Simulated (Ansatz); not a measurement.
A structure relaxed at PBE0-D4/def2-SVP in Ansatz, charge 0, doublet:

```xyz
7

Rb   -0.462   -4.936   -0.929
Rb    2.773   -1.722   -0.165
Rb   -0.455    1.964   -1.795
Rb   -0.714    1.159    2.307
I    -2.677    3.290    0.466
I     2.354    1.681    0.466
I    -0.820   -1.436   -0.348
```

(1) Give its formula and point group.

(2) Summarise the bond lengths by kind (pairs closer than 1.2 times the sum of covalent radii, bridged metal pairs left out).

Results:

(1) Rb4I3. Point group Cs (tolerance 0.1 Å).

(2) 9 × I–Rb 3.43 to 3.71 Å.

In the def2 sets I, Rb take a core potential; there is no spin–orbit coupling. Another isomer (doublet) lies 0.42 eV lower at PBE0-D4/def2-TZVP; other spin states weren't run for this one.
